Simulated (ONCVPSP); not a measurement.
How hard is this Be (Z = 4) ONCV potential?

| Item | Value |
| --- | --- |
| Element | Be (Z = 4) |
| Generator | ONCVPSP 4.0.1 |
| Type | optimised norm-conserving Vanderbilt (ONCV) |
| Functional | LDA (Perdew-Zunger) |
| Relativity | scalar-relativistic |
| Frozen core | none |
| Valence charge | 4 |
| Reference configuration | 1s2 2s2 |
| Partial waves | 1s+2s: rc 0.70 bohr, ncon 4, nbas 7, qcut 20.3 1/bohr, 3 projectors, debl 3.2 Ha; p scattering state at 0.44 Ha: rc 0.65 bohr, ncon 4, nbas 8, qcut 15.8 1/bohr, 3 projectors, debl 2.4 Ha; d scattering state at 0.39 Ha: rc 0.70 bohr, ncon 4, nbas 9, qcut 16.8 1/bohr, 2 projectors, debl 2.1 Ha |
| Local potential | polynomial inside 0.65 bohr (lpopt 5, dvloc0 0 Ha) |
| Core correction | none |

**Question.** For each optimised wave give the share of its norm inside rc, the residual kinetic energy above qcut (Ha) and the cutoffs (Ha) for errors of 10, 1, 0.1 and 0.01 mHa per electron.

**Answer.**

```csv
wave,norm inside rc,residual KE,10 mHa,1 mHa,0.1 mHa,0.01 mHa
1s,0.865,5.9e-08,96.5,126.1,150.7,171.5
2s,0.020,1.2e-08,54.3,91.1,124.3,151.6
s projector 3,0.036,9.2e-08,71.1,108.5,140.1,166.5
p projector 1,0.016,3.0e-07,10.8,30.6,60.6,89.0
p projector 2,0.065,2.2e-06,26.8,55.4,85.7,110.3
p projector 3,0.054,3.8e-06,30.3,59.7,90.5,115.8
d projector 1,0.000,1.5e-10,1.8,4.1,9.8,21.9
d projector 2,0.005,5.2e-09,7.5,15.9,32.1,57.7
```

The occupied waves need 126 Ha and 151 Ha for 1 and 0.1 mHa. Rows with under 1 % of the norm inside rc give no meaningful cutoff.
